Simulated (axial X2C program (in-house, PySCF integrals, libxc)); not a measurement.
## What spin–orbit coupling does to MgBr

Computed with an in-house all-electron X2C program for linear molecules (integrals from PySCF). Spin-free means the one-electron spin-free X2C Hamiltonian; two-component (2c) means X2C with spin–orbit coupling and atomic mean-field two-electron Coulomb and Gaunt terms, so the difference of the two also holds small scalar two-electron terms. Basis: Br dyall-cv3z [8s9p6d4f1g], Mg dyall-cv3z [9s8p6d3f] (cores contracted in-house); Gaussian nuclei, density fitting, unrestricted open shells. Masses: Br 78.918 u, Mg 23.985 u.

Spin-free state: M_S = 1/2, Λ = 0 (beyond evenly filled blocks: σα); fragments Br + Mg.

```csv
level,Re (Å),ωe (cm⁻¹),De (eV),μ (D)
PBE0,2.359,366.4,2.890,3.33
HF,2.368,373.0,2.473,3.56
MP2,2.365,374.4,3.006,n/a
CCSD,2.364,374.0,2.633,n/a
CCSD(T),2.366,372.9,2.720,n/a
BP86,2.379,350.3,2.832,3.34
```

Correlated methods: 9 electrons correlated (number of frozen shells: Br 3 s, 2 p, 1 d; Mg 2 s, 1 p), 257 virtual spin orbitals or spinors in MP2, 83 natural virtuals in coupled cluster.

Dipoles are positive if Mg is the positive end.

Two-component determinant lowest at the distance of the search:

Ω = 1/2 (⟨Sz⟩ = 0.50, ⟨Lz⟩ = 0.00 at HF); fragments Br + Mg.

```tsv
level	Re (Å)	ωe (cm⁻¹)	De (eV)	μ (D)
PBE0	2.360	365.7	2.786	3.32
HF	2.369	372.6	2.310	3.55
MP2	2.366	374.0	2.864	n/a
CCSD	2.365	373.5	2.488	n/a
CCSD(T)	2.367	372.5	2.577	n/a
BP86	2.381	349.5	2.714	3.33
```

From the two tables, how do the constants change at the CCSD(T) level (2c against spin-free)?

At the CCSD(T) level Re goes up by 0.001 Å and ωe drops by 0.4 cm⁻¹; De changes by -0.143 eV.

The state is one determinant whose occupation by symmetry is held fixed; it was picked as the lowest of a PBE0 search that is not exhaustive. Dissociation energies refer to the lowest single-determinant-based atoms at the same level and basis. Density functionals use the spin component along the axis (collinear). CCSD and (T) use frozen natural virtuals with an MP2 correction for the truncation; (T) itself is uncorrected, so its De runs slightly low. Without a current term, density functionals place determinants with orbital angular momentum somewhat too high.
